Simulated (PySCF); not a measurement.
A side-by-side comparison of computed properties.

First species: C₆H₉NP₂.
Structure used (GFN2-xTB), in Å, numbered top down from 1:
```xyz
18
C6H9NP2 angstrom
C      3.1485    0.0174   -1.6380
C      2.4226    0.1768   -0.5460
C      2.1889   -0.8916    0.4683
P      0.4497   -1.5409    0.1936
P     -0.5442   -0.3941    1.5413
C     -2.2951   -0.9332    1.1320
C     -3.0381    0.1933    0.4004
C     -2.3411    0.5437   -0.8106
N     -1.7591    0.8040   -1.7595
H      3.6528   -0.9110   -1.8520
H      3.2717    0.8071   -2.3584
H      1.9108    1.1117   -0.3555
H      2.8883   -1.7184    0.3276
H      2.2850   -0.4998    1.4825
H     -2.8173   -1.1545    2.0666
H     -2.2830   -1.8360    0.5173
H     -4.0560   -0.1172    0.1452
H     -3.0931    1.0844    1.0335
```

Second species: C5H9NS2Si.
Structure used (GFN2-xTB), in Å, numbered top down from 1:
```
atom  x, y, z in Å
C1     3.0615    0.0719    0.1215
S2     1.4106   -0.1285    0.8408
C3     0.5186   -0.6726   -0.6550
S4     0.3911    0.6495   -1.9061
C5    -0.9494    1.5290   -1.0426
C6    -2.0980    0.5647   -0.7679
Si7   -1.3124   -1.1104   -0.2979
C8    -1.5615   -1.4868    1.5114
N9    -1.7540   -1.7317    2.6127
H10    2.9895    0.7255   -0.7445
H11    3.4566   -0.9005   -0.1611
H12    3.6846    0.5240    0.8857
H13    1.0920   -1.4769   -1.1092
H14   -0.5249    1.9103   -0.1124
H15   -1.2400    2.3648   -1.6765
H16   -2.7474    0.9746    0.0058
H17   -2.7006    0.4527   -1.6701
H18   -1.7253   -2.2534   -1.1112
```

Levels: PBE0/pcSseg-1 for HOMO energy, LUMO energy and HOMO–LUMO gap. Geometries: GFN2-xTB. Each structure is a single optimised conformer of the isolated species, non-relativistic unless stated. Electronic properties by PySCF.

The conformers computed, where there is a choice (atom-mapped SMILES and torsion angles):
- `[CH2:1]=[CH:2][CH2:3]/[P:4]=[P:5]/[CH2:6][CH2:7][C:8]#[N:9]`: C1–C2–C3–P4 -103°, C2–C3–P4–P5 -95°, P4–P5–C6–C7 -108°, P5–C6–C7–C8 59°

The conformers of `CS[C@@H]1SCC[Si@@H]1C#N` aren't listed.

```json
{"property": "HOMO energy", "column X": "-7.08 eV", "column Y": "-6.64 eV"}
{"property": "LUMO energy", "column X": "-2.68 eV", "column Y": "-0.83 eV"}
{"property": "HOMO–LUMO gap", "column X": "4.40 eV", "column Y": "5.81 eV"}
```

Task: Which column belongs to which species?

Result: Column X is the first species and column Y the second. The first has 18 atoms and 82 electrons, the second 18 and 92.

Task: How does each property change from the first species to the second?

Result: HOMO energy +0.44 eV; LUMO energy +1.85 eV; HOMO–LUMO gap +1.41 eV.

